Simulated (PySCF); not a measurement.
**Br₂⁺ at UHF-SCS-MP2**

Computed with UHF-SCS-MP2; PySCF, no relativity, basis sets Br def2-TZVPPD.

| Quantity | Value |
| --- | --- |
| state | ²Πg (doublet), unpaired electrons π ↑ |
| bond length | 2.197 Å |
| harmonic wavenumber | 376 cm⁻¹ |
| force constant | 3.29 mdyn/Å |
| rotational constant Be | 0.08847 cm⁻¹ |
| anharmonicity ωexe | 1.16 cm⁻¹ |
| vibration–rotation constant αe | 0.000327 cm⁻¹ |
| well depth De to Br⁺ + Br | 303 kJ/mol |
| dissociation energy D0 | 300 kJ/mol |

Correlated steps freeze 18 core orbitals. Spin–orbit coupling is left out. The state was picked by a PBE0 search and need not be the measured ground state.
